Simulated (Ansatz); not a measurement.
Isolated molecules relaxed with PBE0-D4/def2-TZVP in Ansatz; ΔE leaves out vibrations. CCSD(T)/CBS adds triple-zeta CCSD(T) − MP2 to the extrapolated MP2 energy (def2 sets, frozen cores). This one scheme is used for every species. Functionals use def2-TZVPP. HSE06 is defined as in plane-wave codes. Elements past krypton have def2 core potentials. For I outer-core shells are correlated without core-valence functions, which leaves a few kJ/mol of doubt a bond. One conformer a species, not always the lowest.

`O[SiH](F)[SiH2]I` + H–F → `O[SiH](F)[SiH2]F` + HI  (ligand exchange at the Si–I bond)

```csv
level,ΔE (kcal/mol),difference from CCSD(T)/CBS
BLYP-D4,-7.8,-3.0
B97M-V,-9.1,-4.3
r2SCANh-D4,-6.1,-1.3
r2SCAN0-D4,-5.6,-0.8
HSE06-D4,-3.3,1.5
CAM-B3LYP-D4,-9.9,-5.1
revPBE,-5.9,-1.1
PBE0,-5.1,-0.3
BHLYP,-10.7,-5.9
CAM-B3LYP,-11.6,-6.8
HF/def2-SVP,-10.2,-5.4
CCSD(T)/def2-SVP,-7.5,-2.7
MP2/def2-QZVPP,-3.6,1.2
SCS-MP2/def2-QZVPP,-6.5,-1.7
MP2/CBS(def2),-2.5,2.3
CCSD/CBS(def2),-5.9,-1.1
CCSD(T)/CBS,-4.8,0
```

Largest T1 diagnostic among the species: 0.012.

From r2SCAN to r2SCAN0 (25 % exact exchange), in def2-TZVPP and without D4, ΔE moves by +0.8 kcal/mol. At CCSD(T), def2-SVP lies −2.7 kcal/mol from the extrapolated value and def2-TZVPP −2.3 kcal/mol.
